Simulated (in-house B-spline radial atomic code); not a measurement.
A run on Sb- that did not converge. Method: scalar-relativistic (X2C) B97-1, spin-polarised, spherical fractional occupations, exact exchange averaged over the configuration, Fermi nucleus of rms radius 4.6802 fm; computed with an all-electron radial atomic-structure program (B-spline basis).

Command:
```bash
python run_scf.py task.json out
```
Settings (nuclear radius in fm, mass in u):
```
Z                51
configuration    [Kr] 4d10 5s2 5p4
hamiltonian      x2c
method           b97_1
spin_polarised   True
nucleus          fermi
rms_radius       4.6802
atomic_mass      120.90381
speed_of_light   137.035999084
exact_exchange   averaged over the configuration
```

First and last ten iterations of the last attempt (damped for 15 steps, keeping 80 % of the old Fock matrix, then DIIS):
```
 iter        energy (Eh)    residual
    1       -6478.664998    4.65e-01
    2       -6478.620586    2.18e-01
    3       -6479.842831    1.32e-01
    4       -6480.344105    7.93e-02
    5       -6480.536701    4.67e-02
    6       -6480.606545    2.76e-02
    7       -6480.630730    1.69e-02
    8       -6480.638864    1.08e-02
    9       -6480.641602    6.97e-03
   10       -6480.577801    1.64e-02
  111       -6480.587245    1.31e-02
  112       -6480.641196    3.30e-03
  113       -6480.641348    3.33e-03
  114       -6480.641287    3.41e-03
  115       -6480.641612    3.16e-03
  116       -6480.587200    1.31e-02
  117       -6480.586863    1.33e-02
  118       -6480.587318    1.33e-02
  119       -6480.590636    1.27e-02
  120       -6480.588666    1.27e-02
 not converged after 120 iterations
```

The smallest residual met was 8.9e-04; the threshold is about 5e-07. No energy from this run should be used. Time taken, with all properties: 3.1 s on 1 thread of Intel(R) Xeon(R) 6975P-C, on a shared host.
